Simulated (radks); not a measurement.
Excited configurations of Au III: one electron is placed in a higher orbital outside [Xe] 4f14 5d8. The ground configuration is [Xe] 4f14 5d9. Calculated with a radial shooting solver on a logarithmic mesh with Libxc functionals: scalar-relativistic Kohn-Sham, LDA (Slater exchange, Perdew-Wang correlation), spin-polarised, spherical densities, point nucleus; open shells are filled with parallel spins first (spin-orbit coupling, left out, can overturn this in heavy ions). Excitation = E - E(ground); binding = E(ion) - E, where the ion is the core of charge +3; n* = 3/sqrt(2 binding) in atomic units, and the quantum defect is n - n*.

| outer orbital | excitation (eV) | binding (eV) | n* | eigenvalue (eV) |
|---|---|---|---|---|
| 5f | 25.203 | 8.477 | 3.801 | -6.631 |
| 6s | 4.100 | 29.580 | 2.035 | -25.152 |
| 6p | 13.017 | 20.663 | 2.434 | -17.203 |
| 6d | 21.885 | 11.794 | 3.222 | -9.731 |
| 6f | 27.989 | 5.690 | 4.639 | -4.692 |
| 7s | 20.890 | 12.789 | 3.094 | -11.031 |
| 7p | 23.507 | 10.173 | 3.469 | -8.729 |
| 7d | 26.725 | 6.955 | 4.196 | -5.911 |
| 7f | 29.697 | 3.983 | 5.545 | -3.381 |

The Delta-SCF ionisation energy is 33.680 eV (NIST Atomic Spectra Database: 30 eV, theoretical). Self-interaction in the functional shifts the binding energies and quantum defects, so they are the method's values and not measured ones. Open shells are spherical and high-spin; term and fine-structure splittings are not resolved. Spin-orbit splitting is averaged out at the scalar-relativistic level.
